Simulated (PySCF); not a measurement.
Task: Write Cartesian coordinates for `C=CCC1=CC=C(C(=O)[O-])S1` as optimised with GFN2-xTB. (Charge -1.)

Result: 
```xyz
18
C8H7O2S angstrom
C      3.2285    0.5634   -1.0238
C      2.2648    0.7961   -0.1518
C      1.6233   -0.2473    0.7087
C      0.1507   -0.3050    0.4351
C     -0.4770   -0.8525   -0.6426
C     -1.8814   -0.7065   -0.5886
C     -2.3150   -0.0444    0.5187
C     -3.7227    0.3473    1.0128
O     -4.6569   -0.0114    0.2872
O     -3.7182    0.9734    2.0810
S     -0.9917    0.4201    1.5271
H      3.6437   -0.4232   -1.1587
H      3.6467    1.3416   -1.6415
H      1.8550    1.7912   -0.0389
H      1.7709    0.0114    1.7602
H      2.0838   -1.2210    0.5170
H      0.0467   -1.3491   -1.4455
H     -2.5597   -1.0777   -1.3369
```

Any rigid rotation of these coordinates is as good. Atoms count from 1 in this order. Of the pairs four or more bonds apart, H12···H16 is among the closest relative to their van der Waals radii: 2.42 Å, 101 % of the sum of Bondi's values. C7 (substituted aromatic carbon) is planar (angles 132.4°, 116.4° and 111.2°, sum 360.0°, 0.00 Å off the plane of its three neighbours). The 7 C–C bonds span 1.320 Å (C1=C2, drawn double) to 1.542 Å (C7–C8, drawn single), a spread of 0.222 Å. C6 (aromatic CH carbon) is planar (angles 124.4°, 122.2° and 113.5°, sum 360.0°, 0.00 Å off the plane of its three neighbours).

Bonds between heavy atoms (Å): C1=C2 1.320, C2–C3 1.497, C3–C4 1.499, C4–C5 1.362, C5–C6 1.413, C6–C7 1.361, C7–C8 1.542, C8=O9 1.236, C8–O10 1.238, C7–S11 1.727, C4–S11 1.739.

The geometry is computed with GFN2-xTB (gas phase).

Point group: C1 (no symmetry element, even within 0.4 Å). Not checked by GFN2-xTB frequencies. Torsions: C1–C2–C3–C4 -121°, C2–C3–C4–C5 75°, C6–C7–C8–O9 1°.

One conformer stands for the species.
